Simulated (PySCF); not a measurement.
**Mn(2+) (manganese, charge +2) across methods**

[Ar] 3d5, high-spin 6S determinant. All numbers are calculated (PySCF 2.14, no relativity, point nucleus, in aug-cc-pVDZ). The B2PLYP total includes its PT2 part (frozen core); its orbital energies are those of the SCF part.

```csv
method,E (hartree),mean ε 3p α (eV),mean ε 3p β (eV),mean ε 3d α (eV),Σ⟨r²⟩ (bohr²),⟨S²⟩
UHF,-1149.10707,-91.916,-78.300,-35.116,15.95,8.751
PBE0,-1149.944,-78.494,-71.287,-28.502,16.16,8.750
r2SCAN,-1150.130,-75.898,-69.036,-26.402,16.16,8.750
PBE,-1149.888,-73.729,-68.439,-26.057,16.31,8.750
wB97M-V,-1150.091,-80.669,-73.974,-30.856,16.22,8.751
CAM-B3LYP,-1150.203,-79.508,-72.823,-29.923,16.21,8.751
revPBE,-1150.035,-73.691,-68.375,-25.980,16.29,8.750
LDA,-1147.746,-73.564,-68.521,-26.221,16.29,8.750
```

**Question.** Estimate the same row for B2PLYP.

**Answer.** E (hartree) = -1149.893; mean ε 3p α (eV) = -83.397; mean ε 3p β (eV) = -74.007; mean ε 3d α (eV) = -30.887; Σ⟨r²⟩ (bohr²) = 16.08; ⟨S²⟩ = 8.751.
